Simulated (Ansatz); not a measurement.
The cluster Li4Al2, relaxed as a singlet with RKS r2SCAN-D4/def2-TZVP in Ansatz, starting from the GFN1-xTB geometry. Force threshold 0.02 eV/Å.

The restricted singlet is unstable towards broken spin symmetry in Hartree–Fock (as tested in another run); at r2SCAN-D4/def2-TZVP this wasn't settled. The structure comes from a short search, and lower isomers may exist.

Start:

```xyz
6

Al    1.316   -0.293    0.828
Al    0.216   -0.317    3.197
Li   -0.550    1.258    0.097
Li   -1.308    0.405   -2.097
Li   -0.756   -1.225   -0.328
Li    1.082    0.171   -1.697
```

Question: Estimate the energy that the relaxation releases and the steps that it takes.

Answer: 230.0 kJ/mol, in 18 steps; 15 s on 4 threads of Intel Xeon 6975P-C on a shared host. No frequencies were taken in this run, so the end may be a saddle point.

Question: Does the start keep its bonding?

Answer: Bonds lost: Li3–Li4, Li3–Li5, Li3–Li6, Li4–Li5, Li4–Li6, Li5–Li6 (atoms count from 1). Bonds formed: Al1–Li4, Al2–Li3, Al2–Li4, Al2–Li5 (atoms count from 1).

Question: Predict the relaxed structure.

Answer: 
```xyz
6

Al    0.745   -0.066   -0.181
Al   -0.843   -0.166    1.731
Li   -0.016    2.243    0.954
Li   -1.920    0.243   -0.717
Li   -0.468   -2.415    0.394
Li    2.503    0.162   -2.181
```
Bond lengths (bridged metal pairs left out): 7 × Al–Li 2.64 to 2.74 Å; 1 × Al–Al 2.49 Å.
